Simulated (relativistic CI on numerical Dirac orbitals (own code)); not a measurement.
## Slater and spin-orbit integrals, Os⁶⁷⁺

Calculated at this level of theory: Dirac-Coulomb-Breit CI, orbitals from a KLI potential per configuration, model QED, unscaled Slater integrals (own radial code, finite nucleus).

Slater integrals F^k, G^k are unscaled and averaged over j, outside the closed core 1s2; ζ comes from projecting the Hamiltonian with its Breit term on Σ l·s of the shell.

- 2s²2p⁵: ζ(2p) = 8.4478e+06 cm⁻¹; <r>(2p) = 0.06503, <r^2>(2p) = 0.005173 (bohr units).
- 2s²2p⁴3s: F^2(2p,2p) = 1.4458e+06, ζ(2p) = 8.5429e+06, G^1(2p,3s) = 156950 cm⁻¹; <r>(2p) = 0.06471, <r^2>(2p) = 0.005121, <r>(3s) = 0.173, <r^2>(3s) = 0.03425 (bohr units).
- 2p⁶3p: ζ(3p) = 2.3876e+06 cm⁻¹; <r>(3p) = 0.169, <r^2>(3p) = 0.03316 (bohr units).

Averages of the first 10 configurations, taken without configuration mixing, which lowers the lowest level and can move excited configurations by several eV; other configurations of the list can lie among them:

```json
{"Configuration": "2s²2p⁵", "Parity": "odd", "States": "6", "Average energy above the lowest level (eV)": "525.0"}
{"Configuration": "2s2p⁶", "Parity": "even", "States": "2", "Average energy above the lowest level (eV)": "2074.2"}
{"Configuration": "2p⁶3s", "Parity": "even", "States": "2", "Average energy above the lowest level (eV)": "13090.5"}
{"Configuration": "2s²2p⁴3s", "Parity": "even", "States": "30", "Average energy above the lowest level (eV)": "10000.2"}
{"Configuration": "2p⁶3p", "Parity": "odd", "States": "6", "Average energy above the lowest level (eV)": "13518.6"}
{"Configuration": "2s²2p⁴3p", "Parity": "odd", "States": "90", "Average energy above the lowest level (eV)": "10440.6"}
{"Configuration": "2p⁶3d", "Parity": "even", "States": "10", "Average energy above the lowest level (eV)": "13881.8"}
{"Configuration": "2s²2p⁴3d", "Parity": "even", "States": "150", "Average energy above the lowest level (eV)": "10803.9"}
{"Configuration": "2s2p⁵3s", "Parity": "odd", "States": "24", "Average energy above the lowest level (eV)": "11513.2"}
{"Configuration": "2s2p⁵3p", "Parity": "even", "States": "72", "Average energy above the lowest level (eV)": "11947.5"}
```
